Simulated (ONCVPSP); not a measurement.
Logarithmic derivatives: Ru (Z = 44), ONCV

```
Element                 : Ru (Z = 44)
Generator               : ONCVPSP 4.0.1
Type                    : optimised norm-conserving Vanderbilt (ONCV)
Functional              : PBE
Relativity              : non-relativistic
Frozen core             : [Ar] 3d10
Valence charge          : 16
Reference configuration : 4s2 4p6 4d8
Partial waves           : 4s: rc 1.05 bohr, ncon 5, nbas 10, qcut 4.8 1/bohr, 1 projector; 4p: rc 1.60 bohr, ncon 4, nbas 8, qcut 8.9 1/bohr, 2 projectors, debl 1.7 Ha; 4d: rc 1.60 bohr, ncon 4, nbas 9, qcut 5.8 1/bohr, 3 projectors, debl 3.3 Ha
Local potential         : polynomial inside 1.00 bohr (lpopt 5, dvloc0 -1 Ha)
Core correction         : polynomial model core, fcfact 0.7
```

The phase is arctan(r·R′/R) of the radial function R(r), unwrapped; energies in Ha, scanned from -4 to 5 Ha. A pole is an energy at which the radial function vanishes at the test radius. The pseudo phase is shifted by a multiple of π to meet the all-electron one at the reference energy, and phase errors are pseudo minus all-electron; the curves can meet again beyond the range given. Levels narrower than the energy grid can be missing from the lists of poles.

Problem. For each channel, where are the poles, and over which energies does the pseudopotential scatter like the atom?

Solution.

```tsv
channel	radius (bohr)	reference energy (Ha)	poles, all-electron	poles, pseudo	unbroken range about the reference energy with phases within 0.05 rad	phase error 1 Ha above the reference energy (rad)
s	1.07	-2.52	3.51	-1.59, 4.47	below -1.8	-2.802
p	1.62	-1.56	-0.73	-0.73	the whole range	-0.000
d	1.62	-0.12	1.34	1.34	the whole range	-0.000
```

Note: ghosts flagged at negative energy: s at -41.8 eV; no localised positive-energy state flagged. A true bound ghost makes a file unfit for plane-wave use.

Phases in the d channel:

```tsv
E (Ha)	all-electron	pseudo
-3.98	1.270	1.270
-3.50	1.239	1.239
-3.02	1.196	1.196
-2.54	1.135	1.135
-2.06	1.038	1.038
-1.58	0.861	0.861
-1.10	0.472	0.471
-0.62	-0.335	-0.336
-0.14	-1.013	-1.013
0.34	-1.314	-1.314
0.82	-1.467	-1.467
1.30	-1.564	-1.564
1.78	-1.641	-1.641
2.26	-1.712	-1.712
2.74	-1.791	-1.791
3.22	-1.896	-1.896
3.70	-2.064	-2.064
4.18	-2.400	-2.400
4.66	-3.108	-3.108
```
